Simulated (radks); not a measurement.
Coulomb parameter of the 5d shell of neutral hafnium in the model configuration [Xe] 4f14 5d1 6s2 6p1, as a second difference U = [E(n + 0.25) + E(n - 0.25) - 2 E(n)] / (0.25)^2 with all orbitals relaxed. "Bare": the charge of the atom changes with n. "Screened": the 6p shell takes up the change at fixed total charge, which measures U(5d,5d) + U(6p,6p) - 2 U(5d,6p). All-electron calculation, scalar-relativistic Kohn-Sham, LDA (Slater exchange, Perdew-Wang correlation), spin-unpolarised, spherical densities, point nucleus. Program: a radial shooting solver on a logarithmic mesh with Libxc functionals.

start: configuration [Xe] 4f14 5d1 6s2 6p1; E - E(n) (eV) 0.000
bare +0.25: configuration [Xe] 4f14 5d1.25 6s2 6p1; E - E(n) (eV) -1.073
bare -0.25: configuration [Xe] 4f14 5d0.75 6s2 6p1; E - E(n) (eV) 1.544
screened +0.25: configuration [Xe] 4f14 5d1.25 6s2 6p0.75; E - E(n) (eV) -0.661
screened -0.25: configuration [Xe] 4f14 5d0.75 6s2 6p1.25; E - E(n) (eV) 0.762

U(bare) = 7.536 eV, U(screened by 6p) = 1.618 eV, against the Slater integral F0(5d,5d) = 11.079 eV with frozen orbitals. The step up makes a negative ion, whose loosely bound charge lowers the bare value.
